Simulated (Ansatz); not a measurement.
System: H$_{3}$BPO, charge 0, doublet. H3BPO (SMILES [B](O)P, doublet).
B3LYP-D3(BJ)/def2-TZVP minimum from Ansatz (a quantum-chemistry and plane-wave program):
```
B
O 1 1.3382
H 2 0.9639 1 115.40
P 1 1.9126 2 125.03 3 -174.99
H 4 1.4126 1 96.85 2 -144.66
H 4 1.4209 5 96.03 1 -100.00
```
Charge 0, spin multiplicity 2.

Total energies in cc-pV(D+d)Z, 17 correlated electrons, 7 frozen orbitals. Open shells are spin-unrestricted; no spin-orbit coupling. Correlated methods leave the cores frozen. No relativity.

```
method    program  energy (Eh)  minus CCSDT(Q) (mEh)
--------  -------  -----------  --------------------
HF         Ansatz   -442.03136                421.53
MP2        Ansatz   -442.40359                 49.30
CCSD       Ansatz   -442.43907                 13.82
CCSD(T)    Ansatz   -442.45073                  2.15
CCSDT(Q)   Ansatz   -442.45289                  0.00
```

Rough core times of Ansatz's runs on a shared machine: CCSD(T) under 20 s, CCSDT(Q) 10 min.
